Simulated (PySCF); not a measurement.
**Continuum solvent and chemical shifts**

Numbering as in the mapped SMILES `[CH2:1]=[N:2][SiH:3]([NH2:4])[NH2:5]`. Hydrogens are named by the atom that carries them. Ha(C1) is cis to Si3; Hb(C1) is trans to Si3.

GIAO PBE0/pcSseg-1 in PySCF 2.14.0 with density-fitted response routines on one PBE0-D3(BJ)/def2-SVP conformer, non-relativistic, equivalent nuclei averaged. Solvents enter as an IEF-PCM continuum (chloroform with ε = 4.7, dimethylsulfoxide with ε = 46.8) around the gas-phase geometry. Shifts are referred to TMS computed in the same medium.

Gas phase, δ in ppm: C1 171.6, Si3 -37.3, Ha(C1) 8.61, Hb(C1) 8.51, H(Si3) 5.24, H(N4)/H(N5) 0.38. Dipole moment 1.70 D.

(1) How does each δ change in the continuum?

(2) Which nuclei move most (in ppm), and what does the model miss?

Answers

(1) 
```tsv
atoms	environment	Δδ, chloroform	Δδ, dimethylsulfoxide
C1	C=N carbon	+5.2	+7.6
Si3	silicon bonded to 3 N, H	+0.5	+0.7
Ha(C1)	hydrogen on a C=N carbon	+0.04	+0.07
Hb(C1)	hydrogen on a C=N carbon	+0.06	+0.09
H(Si3)	hydrogen on a silicon bonded to 3 N	-0.13	-0.18
H(N4)/H(N5)	hydrogen on a nitrogen bonded to Si	+0.32	+0.44
```

Changes are relative to the gas phase. The dipole moment becomes 2.08 D in chloroform, 2.26 D in dimethylsulfoxide.

(2) C1 (C=N carbon, +7.6 ppm) in dimethylsulfoxide. A continuum only polarises the solute; specific hydrogen bonds, the anisotropy of aromatic solvents and changes of geometry or conformer are outside it.
